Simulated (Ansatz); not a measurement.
Consider the formal exchange of groups at the Si–O bond: `CC(C)O[SiH](F)F` + `C[SiH2]C` → `C[SiH2][SiH](F)F` + `COC(C)C`.

Computed with Ansatz on PBE0-D4/def2-TZVP structures; ΔE is electronic, products minus reactants. CBS: MP2 limit from def2 TZ/QZ plus the TZ coupled-cluster correction, frozen cores. DFT in def2-TZVPP. B3LYP here is the variant with VWN-RPA as its local correlation; programs differ in this. One conformer a species, not always the lowest.

```csv
level,ΔE (kJ/mol)
B3LYP-D4,213.0
ωB97X-V,211.1
B3LYP,211.3
CCSD/def2-TZVPP,222.7
CCSD(T)/def2-TZVPP,220.0
HF/def2-QZVPP,234.4
SCS-MP2/def2-QZVPP,229.3
CCSD/CBS(def2),224.7
```

Question: What does CCSD(T)/CBS give? (An estimate is asked.)

Answer: Computed: +222.0 kJ/mol. The listed levels differ from it by -9.0, -10.9, -10.7, 0.7, -2.0, 12.4, 7.3, 2.7 kJ/mol.

Largest T1 diagnostic among the species: 0.012.

From PBE to PBE0 (25 % exact exchange), in def2-TZVPP and without D4, ΔE moves by +12.0 kJ/mol.
